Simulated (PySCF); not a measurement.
**Energy of V²⁺ (vanadium, charge +2) between two integer charges**

The 3d alpha orbital of [Ar] 3d3 is emptied in steps (occupation f), with all orbitals relaxed, ending at [Ar] 3d2. Computed with PySCF 2.14 in aug-cc-pVDZ (7s6p4d2f, 59 functions), with the non-relativistic Hamiltonian (point nucleus). The exact energy is a straight line in f; departures are measured from the line between the end points of the same method.

```
  f  PBE0 (eV)  r2SCAN (eV)  LC-wPBE (eV)
  1      0.000        0.000         0.000
0.8     -0.889       -1.180        -0.448
0.6     -1.345       -1.783        -0.685
0.4     -1.356       -1.794        -0.699
0.2     -0.911       -1.202        -0.474
  0      0.000        0.000         0.000
```

Q: For PBE0, how does the orbital energy at f = 1 compare with the removal energy?

A: −ε = 24.945 eV against a total-energy difference of 30.450 eV. By Janak's theorem ε = ∂E/∂f, so the gap between them reflects the curvature. Along the path −ε is 27.077 (f = 0.8), 29.272 (f = 0.6), 31.525 (f = 0.4), 33.833 (f = 0.2) eV.

| method | E(f=0) − E(f=1) (eV) | −ε at f=1 (eV) | −ε at f=0.4 (eV) |
| --- | --- | --- | --- |
| PBE0 | 30.450 | 24.945 | 31.525 |
| r2SCAN | 30.523 | 23.210 | 31.967 |
| LC-wPBE | 30.519 | 27.777 | 31.036 |

Reference removal energy between the ground levels: 29.311 eV (measured; NIST Atomic Spectra Database, ionization energies). The calculation has no spin-orbit coupling. The determinant left behind need not be the lowest term of the ion.
